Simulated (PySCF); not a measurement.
# P (phosphorus, neutral) across methods

[Ne] 3s2 3p3, high-spin 4S determinant. Calculation: PySCF 2.14, in aug-cc-pCVTZ-DK (8s7p5d3f, 75 functions); scalar relativity by spin-free X2C-1e.

| method | E (hartree) | mean ε 3s α (eV) | mean ε 3s β (eV) | mean ε 3p α (eV) | Σ⟨r²⟩ (bohr²) | ⟨S²⟩ |
| --- | --- | --- | --- | --- | --- | --- |
| UHF | -341.53169 | -22.841 | -15.233 | -10.659 | 30.26 | 3.751 |
| wB97X | -342.0857 | -19.847 | -15.744 | -9.773 | 29.84 | 3.752 |
| PBE0 | -341.9649 | -16.979 | -13.219 | -7.523 | 30.08 | 3.750 |
| r2SCAN | -342.0665 | -15.690 | -12.031 | -6.691 | 29.99 | 3.750 |
| PBE | -341.9366 | -14.804 | -12.082 | -6.284 | 30.30 | 3.750 |
| LDA | -340.8132 | -14.783 | -12.332 | -6.290 | 30.41 | 3.751 |
| LC-wPBE | -341.9907 | -20.507 | -16.075 | -10.293 | 29.81 | 3.750 |
| revPBE | -342.0348 | -14.790 | -11.986 | -6.267 | 30.25 | 3.751 |
| wB97X-V | -342.0321 | -19.791 | -15.907 | -9.722 | 30.15 | 3.750 |
